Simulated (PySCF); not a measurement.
Species: C3H7FO2Si.
Atom-mapped SMILES: `[O:1]=[C:2]([CH2:3][CH2:4][F:5])[O:6][SiH3:7]` (hydrogens: H8, H9 on C3; H10, H11 on C4; H12, H13, H14 on Si7)

Structure used (PBE0-D3(BJ)/def2-SVP), in Å, numbered top down from 1:
```
atom  x, y, z in Å
O1    -0.4822   -0.9436    0.6758
C2    -0.1727   -0.0577   -0.0847
C3     1.2364    0.2917   -0.4588
C4     2.2514   -0.5954    0.2243
F5     3.5119   -0.2216   -0.1651
O6    -1.0852    0.7133   -0.6778
Si7   -2.7348    0.3837   -0.3100
H8     1.4117    1.3510   -0.2099
H9     1.3337    0.2239   -1.5546
H10    2.0887   -1.6520   -0.0429
H11    2.1712   -0.5093    1.3200
H12   -2.9870    0.5904    1.1399
H13   -3.4578    1.3987   -1.1192
H14   -3.0923   -0.9903   -0.7489
```

The closed-shell ground state was solved at several levels (PySCF, density fitting, gas phase, non-relativistic).

```tsv
level	basis functions	HOMO (eV)	LUMO (eV)	gap (eV)	dipole (D)
CAM-B3LYP/pcSseg-2	357	-10.05	0.64	10.69	1.88
PBE0/pcSseg-1	161	-8.57	-0.27	8.30	1.85
```

(1) Estimate the row for CAM-B3LYP/def2-SVPD, a basis of 209 functions; the other rows only guide the guess.

(2) Over all these levels, which gives the widest orbital gap and which the narrowest?

(3) How far do the dipole and the HOMO energy spread over the levels?

Answers

(1) HOMO -10.13 eV, LUMO 0.75 eV, gap 10.88 eV, dipole 1.92 D.

(2) CAM-B3LYP/def2-SVPD (range-separated hybrid) has the widest, 10.88 eV, and PBE0/pcSseg-1 (global hybrid, 25 % exact exchange) the narrowest, 8.30 eV. Functional and basis both differ between the two, so the spread mixes both effects.

(3) The dipole runs from 1.85 to 1.92 D (mean 1.88 D) and the HOMO from -10.13 to -8.57 eV.

One conformer stands for the species.
